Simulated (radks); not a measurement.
Values are calculated unless marked as measured or tabulated.
Radial electron density D(r) = 4 pi r^2 rho(r) of an atom or ion with 7 electrons. Code: a radial shooting solver on a logarithmic mesh with Libxc functionals. Model: scalar-relativistic Kohn-Sham, BLYP, spin-polarised, spherical densities, finite nucleus; Fermi nuclear charge, rms radius of each element as measured or else 0.836 A^(1/3) + 0.57 fm.

| r (bohr) | D(r) (e/bohr) | spin D(r) |
|---|---|---|
| 0.00169 | 3.333 | -0.000273 |
| 0.00186 | 3.924 | -0.000225 |
| 0.002048 | 4.613 | -0.000128 |
| 0.002236 | 5.342 | 0.0000261 |
| 0.002461 | 6.257 | 0.000298 |
| 0.002709 | 7.313 | 0.000730 |
| 0.002982 | 8.526 | 0.00139 |
| 0.003283 | 9.914 | 0.00239 |
| 0.003613 | 11.49 | 0.00387 |
| 0.003977 | 13.28 | 0.00603 |
| 0.004378 | 15.30 | 0.00916 |
| 0.004819 | 17.55 | 0.0137 |
| 0.005305 | 20.04 | 0.0201 |
| 0.005839 | 22.79 | 0.0292 |
| 0.006428 | 25.77 | 0.0421 |
| 0.007075 | 28.98 | 0.0601 |
| 0.007788 | 32.38 | 0.0853 |
| 0.008573 | 35.93 | 0.120 |
| 0.009437 | 39.57 | 0.168 |
| 0.01031 | 42.92 | 0.228 |
| 0.01134 | 46.48 | 0.316 |
| 0.01249 | 49.84 | 0.435 |
| 0.01374 | 52.87 | 0.596 |
| 0.01513 | 55.42 | 0.811 |
| 0.01665 | 57.34 | 1.09 |
| 0.01833 | 58.51 | 1.47 |
| 0.02018 | 58.82 | 1.95 |
| 0.02221 | 58.20 | 2.58 |
| 0.02445 | 56.65 | 3.37 |
| 0.02691 | 54.24 | 4.35 |
| 0.02963 | 51.13 | 5.57 |
| 0.03261 | 47.57 | 7.03 |
| 0.0359 | 43.87 | 8.77 |
| 0.03951 | 40.40 | 10.8 |
| 0.04349 | 37.52 | 13.0 |
| 0.0475 | 35.69 | 15.2 |
| 0.05228 | 34.77 | 17.8 |
| 0.05755 | 35.03 | 20.3 |
| 0.06335 | 36.36 | 22.6 |
| 0.06973 | 38.42 | 24.5 |
| 0.07676 | 40.70 | 25.9 |
| 0.08449 | 42.59 | 26.5 |
| 0.093 | 43.50 | 26.2 |
| 0.1024 | 42.93 | 24.9 |
| 0.1127 | 40.63 | 22.8 |
| 0.124 | 36.65 | 19.9 |
| 0.1365 | 31.34 | 16.5 |
| 0.1503 | 25.26 | 12.9 |
| 0.1654 | 19.08 | 9.54 |
| 0.1821 | 13.43 | 6.59 |
| 0.2005 | 8.758 | 4.23 |
| 0.2189 | 5.496 | 2.62 |
| 0.241 | 3.029 | 1.43 |
| 0.2652 | 1.510 | 0.710 |
| 0.292 | 0.6753 | 0.316 |
| 0.3214 | 0.2680 | 0.126 |
| 0.3538 | 0.09343 | 0.0438 |
| 0.3894 | 0.02832 | 0.0133 |
| 0.4286 | 0.007376 | 0.00349 |

What is the nuclear charge?

Answer. Z = 48. The innermost maximum, from 1s, lies near gamma/Z bohr with gamma = sqrt(1 - (Z/c)^2) = 0.937, here 0.0195 bohr (found: 0.0199), and its height grows with Z. The density is that of the cadmium ion Cd41+ in [He] 2s2 2p3; the configuration itself is not fixed sharply by these data, and Z only to a few units. D(r) has 2 maxima, at r = 0.0199, 0.0945 bohr, and minima at 0.0536 bohr, inside which lie 2.23 electrons.
